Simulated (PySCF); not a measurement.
Compound: C2H5NO2Si2.
SMILES with atom numbers: `[N:1]#[C:2][Si@@H:3]1[CH2:4][O:5][SiH2:6][O:7]1` (hydrogens: H8 on Si3; H9, H10 on C4; H11, H12 on Si6)

Method: PBE0-D3(BJ)/def2-SVP geometry optimisation, gas phase in PySCF.

List the bond lengths, angles and torsions at this level.

| bond | length (Å) | order |
| --- | --- | --- |
| N1≡C2 | 1.160 | triple |
| C2–Si3 | 1.859 | single |
| Si3–C4 | 1.914 | single |
| C4–O5 | 1.418 | single |
| O5–Si6 | 1.673 | single |
| Si6–O7 | 1.681 | single |
| Si3–O7 | 1.664 | single |
| Si3–H8 | 1.483 | single |
| C4–H9 | 1.104 | single |
| C4–H10 | 1.104 | single |
| Si6–H11 | 1.485 | single |
| Si6–H12 | 1.485 | single |

Orders are formal, as drawn. A selection of angles:
| angle | degrees |
| --- | --- |
| N1–C2–Si3 | 177.8 |
| C2–Si3–C4 | 110.8 |
| C2–Si3–O7 | 109.8 |
| C2–Si3–H8 | 107.0 |
| C4–Si3–O7 | 98.8 |
| C4–Si3–H8 | 117.6 |
| O7–Si3–H8 | 112.6 |
| Si3–C4–O5 | 106.7 |
| Si3–C4–H9 | 111.9 |
| Si3–C4–H10 | 111.4 |
| O5–C4–H9 | 109.8 |
| O5–C4–H10 | 110.1 |
| H9–C4–H10 | 107.0 |
| C4–O5–Si6 | 119.1 |
| O5–Si6–O7 | 101.2 |
| O5–Si6–H11 | 111.0 |
| O5–Si6–H12 | 111.7 |
| O7–Si6–H11 | 110.6 |
| O7–Si6–H12 | 110.6 |
| H11–Si6–H12 | 111.4 |
| Si3–O7–Si6 | 114.1 |

Torsions: C2–Si3–C4–O5 -116° (anticlinal); Si3–C4–O5–Si6 3° (synperiplanar); C4–O5–Si6–O7 -4° (synperiplanar); O5–Si6–O7–Si3 3° (synperiplanar); C2–Si3–O7–Si6 114° (anticlinal).

The C–Si distances run from 1.859 Å (C2–Si3, drawn single) to 1.914 Å (Si3–C4, drawn single), a spread of 0.055 Å. Si3 (oxygen-bound silicon) is distorted tetrahedral (angles from 98.8° to 117.6°). The 5-membered ring Si3–C4–O5–Si6–O7 has internal angles of 98.8° to 119.1° (sum 540°, against 540° for a flat polygon); it is almost planar, 0.02 Å rms from its mean plane, widest ring torsion 4°. Si6 (oxygen-bound silicon) is distorted tetrahedral (angles from 101.2° to 111.7°).

Point group: C1 (no symmetry element, even within 0.4 Å). Stationary, but not proved a minimum.

The run took 61 s wall on one thread of an Arm Neoverse V1, shared host with 64 logical CPUs at a one-minute load of 29, and the process peaked at 0.52 GiB of memory. That covers the optimisation of the geometry.
